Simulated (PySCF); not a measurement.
Two species compared at the same levels of theory.

First species: C7H3F3.
InChI=1S/C7H3F3/c1-3-4-5-6(2)7(8,9)10/h1H,2H2

Second species: C4H6N2O.
Atom-mapped SMILES: `[CH2:1]=[CH:2]/[N:3]=[CH:4]\[C:5]([NH2:6])=[O:7]` (hydrogens: H8, H9 on C1; H10 on C2; H11 on C4; H12, H13 on N6)

Cartesian coordinates in Å at the GFN2-xTB level; atoms count from 1:
```xyz
13
C4H6N2O angstrom
C     -1.4166    1.3515    0.5278
C     -1.4969    0.1422   -0.0312
N     -0.9591   -1.0067    0.4571
C      0.2176   -1.4371    0.5310
C      1.4953   -0.8707   -0.0312
N      1.4373    0.3902   -0.5095
O      2.5063   -1.5422   -0.0533
H     -0.8077    1.5310    1.3982
H     -2.0228    2.1657    0.1760
H     -2.1787   -0.0432   -0.8542
H      0.3602   -2.3998    1.0137
H      2.2722    0.7849   -0.9120
H      0.5885    0.9345   -0.4874
```

Levels: PBE0/def2-SVPD for dipole moment, HOMO energy, LUMO energy, HOMO–LUMO gap, static isotropic polarisability and electronic spatial extent ⟨r²⟩ about the centre of nuclear charge; TDDFT PBE0/def2-SVPD for lowest singlet excitation; TDA PBE0/def2-SVPD for lowest triplet excitation (Tamm–Dancoff); GFN2-xTB for rotational constant A and rotational constant C. Geometries: GFN2-xTB. Each species is one conformer at its optimised geometry, gas phase, non-relativistic unless stated; the electronic structure was computed with PySCF and density fitting.

The conformers computed, where there is a choice (atom-mapped SMILES and torsion angles):
- `[CH:1]#[C:2][C:3]#[C:4][C:5](=[CH2:6])[C:7]([F:8])([F:9])[F:10]`: C4–C5–C7–F8 60°
- `[CH2:1]=[CH:2]/[N:3]=[CH:4]\[C:5]([NH2:6])=[O:7]`: C1–C2–N3–C4 -73°, N3–C4–C5–N6 12°, H–N6–C5–C4 -179°, H–N6–C5–C4 1°

Values for the first species:

- Dipole moment: 2.52 D
- HOMO energy: -7.43 eV
- LUMO energy: -2.23 eV
- HOMO–LUMO gap: 5.20 eV
- Lowest singlet excitation: 4.09 eV
- Lowest triplet excitation (Tamm–Dancoff): 2.87 eV
- Static isotropic polarisability: 96.4 au
- Electronic spatial extent ⟨r²⟩ about the centre of nuclear charge: 1750 bohr²
- Rotational constant A: 2.864 GHz
- Rotational constant C: 0.603 GHz

**Question.** Estimate the same properties for the second species, and the change in each.

**Answer.** 
```csv
property,first,second,second less first
dipole moment,2.52 D,3.43 D,+0.91 D
HOMO energy,-7.43 eV,-6.96 eV,+0.47 eV
LUMO energy,-2.23 eV,-2.02 eV,+0.21 eV
HOMO–LUMO gap,5.20 eV,4.94 eV,-0.26 eV
lowest singlet excitation,4.09 eV,3.36 eV,-0.73 eV
lowest triplet excitation (Tamm–Dancoff),2.87 eV,2.73 eV,-0.14 eV
static isotropic polarisability,96.4 au,70.1 au,-26.3 au
electronic spatial extent ⟨r²⟩ about the centre of nuclear charge,1750 bohr²,793 bohr²,-957 bohr²
rotational constant A,2.864 GHz,5.957 GHz,+3.093 GHz
rotational constant C,0.603 GHz,1.474 GHz,+0.871 GHz
```

On the first: The vertical singlet–triplet gap S1 − T1 is 1.22 eV (TDDFT singlet less Tamm–Dancoff triplet; S1: HOMO−1→LUMO, weight 0.95; T1: HOMO→LUMO, weight 0.92). The principal polarisabilities are 53.0, 68.2 and 167.9 au; their mean is the isotropic value.

On the second: No computed singlet falls in the visible range (750 to 380 nm, 1.65 to 3.26 eV); S1 lies 0.10 eV above its blue end. The principal polarisabilities are 48.6, 64.4 and 97.2 au; their mean is the isotropic value.
